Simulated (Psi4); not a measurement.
Br2Zn, singlet, geometry from GFN2-xTB (such geometries of metal compounds can be far from the true shape); TPSSH/def2-SVP (Psi4).

Here is a job for Psi4.
```
memory 2 GB

molecule {
0 1
  Zn   -0.00812161   -0.01195013   -0.01326557
  Br   -0.24664341    1.76351145   -1.42520509
  Br    0.25360479   -1.75326848    1.43657557
}

set basis def2-svp

energy('tpssh')
print_variables()
```

The log (banner, timings and long lists left out):

```
   => Loading Basis Set <=

    Name: DEF2-SVP
    Role: ORBITAL
    Keyword: BASIS

         ---------------------------------------------------------
                                   SCF
               by Justin Turney, Rob Parrish, Andy Simmonett
                          and Daniel G. A. Smith
                              RKS Reference
         ---------------------------------------------------------

  ==> Geometry <==

    Molecular point group: cs
    Full point group: Cs

    Geometry (in Angstrom), charge = 0, multiplicity = 1:

       Center              X                  Y                   Z               Mass
    ------------   -----------------  -----------------  -----------------  -----------------
         ZN           0.015647460904    -0.012365160566     0.000000000000    63.929142010000
         BR           1.407770852854     1.794489050723     0.000000000000    78.918337600000
         BR          -1.420446344769    -1.784472442038     0.000000000000    78.918337600000

  Running in cs symmetry.

  Rotational constants: A =    471.85811  B =      0.02053  C =      0.02053 [cm^-1]
  Rotational constants: A = 14145950.15170  B =    615.52198  C =    615.49519 [MHz]
  Nuclear repulsion =  629.307127396762098

  Charge       = 0
  Multiplicity = 1
  Electrons    = 100
  Nalpha       = 50
  Nbeta        = 50

  ==> Algorithm <==

  SCF Algorithm Type is DF.
  DIIS enabled.
  MOM disabled.
  Fractional occupation disabled.
  Guess Type is SAD.
  Energy threshold   = 1.00e-06
  Density threshold  = 1.00e-06
  Integral threshold = 1.00e-12

  ==> Primary Basis <==

  Basis Set: DEF2-SVP
    Blend: DEF2-SVP
    Number of shells: 35
    Number of basis functions: 95
    Number of Cartesian functions: 106
    Spherical Harmonics?: true
    Max angular momentum: 3

  ==> DFT Potential <==

   => LibXC <=

    Version 7.1.2
    S. Lehtola, C. Steigemann, M. J. T. Oliveira, and M. A. L. Marques,  SoftwareX 7, 1–5 (2018) (10.1016/j.softx.2017.11.002)

   => Composite Functional: TPSSH <=

    TPSSh Hyb-GGA Exchange-Correlation Functional

    V. N. Staroverov, G. E. Scuseria, J. Tao, and J. P. Perdew,  J. Chem. Phys. 119, 12129 (2003) (10.1063/1.1626543)

    Deriv               =              1
    GGA                 =           TRUE
    Meta                =           TRUE

    Exchange Hybrid     =           TRUE
    MP2 Hybrid          =          FALSE

   => Exchange Functionals <=

    0.9000   Tao, Perdew, Staroverov & Scuseria

[...]
   @DF-RKS iter   5: -6926.62346189775872   -1.09373e-01   7.27830e-03 ADIIS/DIIS
   @DF-RKS iter   6: -6926.76778868944166   -1.44327e-01   8.04822e-04 ADIIS/DIIS
   @DF-RKS iter   7: -6926.76923107817038   -1.44239e-03   1.16884e-04 ADIIS/DIIS
   @DF-RKS iter   8: -6926.76926884745535   -3.77693e-05   1.47327e-05 DIIS
   @DF-RKS iter   9: -6926.76926983730482   -9.89849e-07   6.90326e-07 DIIS
  Energy and wave function converged.

  ==> Post-Iterations <==

   Electrons on quadrature grid:
      Ntotal   =  100.0000071988 ; deviation = 7.199e-06

    Orbital Energies [Eh]
    ---------------------

    Doubly Occupied:

[...]
    Virtual:

[...]
    Final Occupation by Irrep:
             Ap   App
    DOCC [    36,   14 ]
    NA   [    36,   14 ]
    NB   [    36,   14 ]

  @DF-RKS Final Energy: -6926.76926983730482

   => Energetics <=

    Nuclear Repulsion Energy =            629.3071273967620982
    One-Electron Energy =              -10901.6186781939322827
    Two-Electron Energy =                3574.3362276875577663
    DFT Exchange-Correlation Energy =    -228.7939467276915195
    Empirical Dispersion Energy =           0.0000000000000000
    VV10 Nonlocal Energy =                  0.0000000000000000
    Total Energy =                      -6926.7692698373048188

Computation Completed

Properties will be evaluated at   0.000000,   0.000000,   0.000000 [a0]

Properties computed using the SCF density matrix

 Multipole Moments:

 ------------------------------------------------------------------------------------
     Multipole            Electronic (a.u.)      Nuclear  (a.u.)        Total (a.u.)
 ------------------------------------------------------------------------------------

 L = 1.  Multiply by 2.5417464519 to convert [e a0] to [Debye]
 Dipole X            :         -0.0214348            0.0487202            0.0272854
 Dipole Y            :          0.0169385           -0.0385004           -0.0215618
 Dipole Z            :          0.0000000            0.0000000            0.0000000
 Magnitude           :                                                    0.0347765

 ------------------------------------------------------------------------------------

  Variable Map:
  ----------------------------------------------------------------------------
[...]
  Array Variable Map:
  ----------------------------------------------------------------------------
[...]
[...]
```
